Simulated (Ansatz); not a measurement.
`F[Si@H]1[GaH][C@@H]1[SiH3]` + `[F][InH2]` → `[F][InH][SiH3]` + `F[SiH]1[CH2][GaH]1` at 400 K and 1 bar (formal exchange of groups at the Si–C bond).

Isolated molecules relaxed with PBE0-D4/def2-TZVP in Ansatz; ΔE leaves out vibrations. CCSD(T)/CBS is the MP2 limit (def2-TZVPP, def2-QZVPP) plus CCSD(T) − MP2 in def2-TZVPP, frozen cores. def2 core potentials past Kr. For Ga, In outer-core shells are correlated without core-valence functions, which leaves a few kJ/mol of doubt a bond. Scalar relativity is left out up to krypton.

```
                     species  CCSD(T)/CBS energy (Eh)  H − E (kJ/mol)  S (J/(mol·K))
`F[Si@H]1[GaH][C@@H]1[SiH3]`              -2643.56523           194.1          431.0
                 `[F][InH2]`               -290.81142            53.0          281.4
            `[F][InH][SiH3]`               -581.10508           112.7          373.4
        `F[SiH]1[CH2][GaH]1`              -2353.27429           142.2          358.4
```

H − E and S are ideal-gas, rigid-rotor, harmonic terms from PBE0-D4/def2-TZVP, for one conformer and one mirror image of each species. 1 Eh = 2625.50 kJ/mol, R = 8.31446 J/(mol·K).

Task: By hand: ΔE, ΔH, ΔS and ΔG.

Result: ΔE = (-581.10508) + (-2353.27429) − (-2643.56523) − (-290.81142) = -0.00272 Eh = -7.1 kJ/mol. Δ(H − E) = 112.7 + 142.2 − 194.1 − 53.0 = 7.8, so ΔH = 0.7 kJ/mol. ΔS = 373.4 + 358.4 − 431.0 − 281.4 = 19.4 J/(mol·K). ΔG = 0.7 − 400 × (19.4)/1000 = -7.1 kJ/mol.

Task: By hand: the equilibrium constant, and the temperature at which ΔG would vanish if ΔH and ΔS stayed fixed.

Result: log₁₀ K = −ΔG/(RT ln 10) = 0.9. ΔG = 0 at ΔH/ΔS = 36 K, though so small a ΔH makes that figure unsure.

TΔS isn't small against ΔH here. A doubt of 5 kJ/mol in ΔE shifts log₁₀ K by 0.7 here. Other conformers and mirror images would add mixing entropy, several J/(mol·K) or more a flexible species. Modes under 60 cm⁻¹, often nearly free rotors, make the harmonic entropy too high. These are equilibria of isolated gas molecules and say nothing of rates. Largest T1 diagnostic: 0.016 (customary marks: 0.02 for closed shells, 0.045 for open ones).
